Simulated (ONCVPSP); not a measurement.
**Potentials for nitrogen (N) compared**

Generated with ld1.x 7.5 (TM, RRKJ, ultrasoft, PAW), atompaw 4.2 or ONCVPSP 4.0.1. The cutoff is in Ry: for ld1.x and atompaw files where the sum of valence levels is converged to 10 mRy in a Bessel basis, for ONCV files where the hardest occupied wave has 1 mHa per electron of residual kinetic energy. The error is the largest all-electron minus pseudo excitation energy over each file’s own four to seven test configurations (ionisations up to +4, promotions, holes and added fractions of an electron), all of which were solved. The labels leave out finer settings (local radius, basis sizes, second energies), which also bear on the numbers. Spin-polarised tests are not counted. The rows are a selection from randomly drawn settings: files with unsolved tests, undetermined cutoffs or missed reference levels are left out.

```tsv
potential	cutoff (Ry)	largest error (meV)	bound ghosts
ONCV, Wu-Cohen, fully relativistic, rc 1.05/1.55/1.55 (spd), local smoothed, core correction yes, reference 2s2 2p3, qcut 5.3/9.9/5.9, projectors 3/1/2	127	+596	none
ONCV, LDA (Perdew-Zunger), scalar-relativistic, rc 1.00/2.35 (sp), local smoothed, core correction no, reference 2s1 2p4, qcut 6.9/7.2, projectors 2/2	60	+1069	none
ONCV, LDA (Perdew-Wang 92), fully relativistic, rc 1.10/1.75 (sp), local smoothed, core correction yes, reference 2s1.75 2p3.25, qcut 5.9/10, projectors 1/2	90	+221	none
ONCV, PBE, scalar-relativistic, rc 1.00/1.35/1.05 (spd), local smoothed, core correction yes, reference 2s2 2p2.5, qcut 6.3/12.3/9, projectors 2/1/2	77	+254	none
ONCV, PBE, scalar-relativistic, rc 0.80/1.30 (sp), local s, core correction yes, reference 2s2 2p1, qcut 6.7/11, projectors 0/1	116	+112	none
ONCV, PBE, non-relativistic, rc 0.85/2.10 (sp), local smoothed, core correction no, reference 2s2 2p3, qcut 6.1/7.6, projectors 1/2	166	+1744	none
ONCV, PBEsol, scalar-relativistic, rc 1.15/1.15 (sp), local p, core correction yes, reference 2s2 2p2.75, qcut 5.1/8, projectors 2/0	131	+384	none
```

Q: Fill in the row for N: ONCV, PBEsol, scalar-relativistic, rc 0.85/1.90/1.65 (spd), local smoothed, core correction yes, reference 2s2 2p2.5, qcut 7.2/8.6/6.9, projectors 2/1/2.

A: cutoff 63 Ry, largest error +173 meV, bound ghosts: none.

Q: Fill in the row for N: ONCV, LDA (Perdew-Wang 92), scalar-relativistic, rc 1.15/1.30/1.20 (spd), local smoothed, core correction yes, reference 2s1 2p4, qcut 5.4/12.4/8.3, projectors 2/2/2.

A: cutoff 179 Ry, largest error +91 meV, bound ghosts: none.
